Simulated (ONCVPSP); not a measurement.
## lutetium: one change to an ONCV potential, before and after

* Element: lutetium (Lu)
* Generator: ONCVPSP 4.0.1
* Type: optimised norm-conserving Vanderbilt (ONCV)
* Functional: PBEsol
* Relativity: scalar-relativistic
* Frozen core: [Kr] 4d10
* Valence charge: 25
* Reference configuration: 4f14 5s2 5p6 5d1 (charge +2)
* Partial waves: 5s: rc 1.35 bohr, ncon 5, nbas 8, qcut 5.4 1/bohr, 2 projectors, debl 2.7 Ha; 5p: rc 1.25 bohr, ncon 5, nbas 9, qcut 6.9 1/bohr, 2 projectors, debl 2.2 Ha; 5d: rc 2.50 bohr, ncon 4, nbas 9, qcut 5.1 1/bohr, 1 projector; 4f: rc 0.65 bohr, ncon 3, nbas 8, qcut 29.1 1/bohr, 2 projectors, debl 3.9 Ha
* Local potential: polynomial inside 0.45 bohr (lpopt 5, dvloc0 6 Ha)
* Core correction: none

In the s channel the program set the typed energies aside and used -2.786, 0.250 Ha.

Change: d: qcut 5.4.

Cutoffs: the cutoffs (Ha) at which the residual kinetic energy of the hardest occupied pseudo-wave falls to 1 and 0.1 mHa per electron; they do not see the model core or the augmentation charge, which bear on the density cutoff. Errors are all-electron minus pseudo energies relative to the spin-unpolarised reference configuration.

Task: How do hardness, ghosts and transferability respond?

Result: The potential gets neither clearly harder nor softer (314 Ha and 350 Ha → 314 Ha and 350 Ha); both files keep a bound ghost (d, f, p, s); of the 3 tests that both files solve, the error grows in 1 and shrinks in 0 by more than 15 % and 0.3 meV (median size 4.1 → 4.1 meV); the range in which the d phases agree widens (upper end 1.0 → at the end of the scan).

```csv
quantity,base,changed
"cutoff, loose",314 Ha,314 Ha
"cutoff, tight",350 Ha,350 Ha
loose cutoff by channel,"s 79 Ha, p 28 Ha, d 9.7 Ha, f 314 Ha","s 79 Ha, p 28 Ha, d 10 Ha, f 314 Ha"
bound ghosts,"s, p, d, f","s, p, d, f"
GHOST(+) flags under 300 eV,s at 45.3 eV,s at 45.3 eV
tests with a reliable result,3 of 4,3 of 4
"error for 4f14 5s2 5p6 5d1 6s1, meV [ΔE -13.22 eV]",+4.1,+4.1
"error for 4f14 5s2 5p6 5d0, meV [ΔE 19.90 eV]",-1.3,-3.8
"error for 4f13 5s2 5p6 5d1 6s2, meV [ΔE -3.03 eV]",-72,-70
s: phases at 1.37 bohr within 0.05 rad from the reference energy up to (Ha; the scan ends near 5),1.6,1.6
p: phases at 1.27 bohr within 0.05 rad from the reference energy up to (Ha; the scan ends near 5),to the end of the scan,to the end of the scan
d: phases at 2.54 bohr within 0.05 rad from the reference energy up to (Ha; the scan ends near 5),1.0,to the end of the scan
f: phases at 0.66 bohr within 0.05 rad from the reference energy up to (Ha; the scan ends near 5),to the end of the scan,to the end of the scan
```

 A true bound ghost makes a file unfit for plane-wave use even where its test errors are small: the radial tests pick states by their node count and pass the ghost by.
